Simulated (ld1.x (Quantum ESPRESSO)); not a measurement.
**copper (Cu): one change to an RRKJ potential, before and after**

| Item | Value |
| --- | --- |
| Element | copper (Cu) |
| Generator | ld1.x (Quantum ESPRESSO) 7.5 |
| Type | norm-conserving RRKJ (Kleinman–Bylander form) |
| Functional | PBE |
| Relativity | scalar-relativistic |
| Frozen core | [Ar] |
| Valence charge | 11 |
| Reference configuration | 3d10 4s1 4p0 |
| Partial waves | 4s (bound): rc 2.35 bohr; 4p (bound, empty): rc 3.35 bohr; 3d (bound): rc 1.00 bohr |
| Local potential | the d channel |
| Core correction | a·sin(br)/r model core inside 0.55 bohr |
| rho0 | 0.005 |

Change: wave 4s (bound): rc 2.35 bohr becomes 4s (bound): rc 1.94 bohr.

Cutoffs: the cutoffs (Ry, on a coarse ladder) from which the occupation-weighted sum of valence levels, in a spherical-Bessel basis at the reference potential, stays within 10 and 1 mRy of its value at 400 Ry; they do not see the model core or the augmentation charge, which bear on the density cutoff. Errors are all-electron minus pseudo energies relative to the spin-unpolarised reference configuration.

Problem. Predict the effect on cutoff, ghosts and configuration errors.

Solution. Both files keep a bound ghost (p, s); of the 7 tests that both files solve, the error grows in 5 and shrinks in 1 by more than 15 % and 0.3 meV (median size 30.9 → 32.9 meV).

| quantity | base | changed |
| --- | --- | --- |
| cutoff, loose | 230 Ry | 230 Ry |
| cutoff, tight | over 300 Ry | over 300 Ry |
| loose cutoff by channel (10 mRy a level) | s 18 Ry, d 180 Ry | s 21 Ry, d 180 Ry |
| bound ghosts | s, p | s, p |
| error for 3d10 4s0 4p0, meV [ΔE 8.15 eV] | -12 | -15 |
| error for 3d9 4s0 4p0, meV [ΔE 29.48 eV] | -48 | -33 |
| error for 3d8 4s0 4p0, meV [ΔE 68.50 eV] | -464 | -420 |
| error for 3d10 4s0 4p1, meV [ΔE 4.14 eV] | -4.3 | -5.6 |
| error for 3d9 4s2 4p0, meV [ΔE 1.97 eV] | -72 | -102 |
| error for 3d10 4s0.5 4p0, meV [ΔE 3.16 eV] | -2.2 | -2.9 |
| error for 3d9 4s1 4p0, meV [ΔE 11.58 eV] | -31 | -49 |
| s: phases at 3.63 bohr within 0.05 rad from the reference energy up to (Ry; the scan ends near 5) | 1.0 | 1.1 |
| p: phases at 3.63 bohr within 0.05 rad from the reference energy up to (Ry; the scan ends near 5) | 1.8 | 1.8 |
| d: phases at 3.63 bohr within 0.05 rad from the reference energy up to (Ry; the scan ends near 5) | 3.3 | 3.3 |

Base: These tests converged, but a pseudo level misses the all-electron one widely, so the file describes the atom poorly there or has found another state: 3d9 4s0 4p0: empty 4p by 3.9 eV (a node warning on the way); 3d8 4s0 4p0: empty 4s by 6.4 eV (a node warning on the way). Changed file: These tests converged, but a pseudo level misses the all-electron one widely, so the file describes the atom poorly there or has found another state: 3d9 4s0 4p0: empty 4p by 3.9 eV (a node warning on the way). A true bound ghost makes a file unfit for plane-wave use even where its test errors are small: the radial tests pick states by their node count and pass the ghost by.
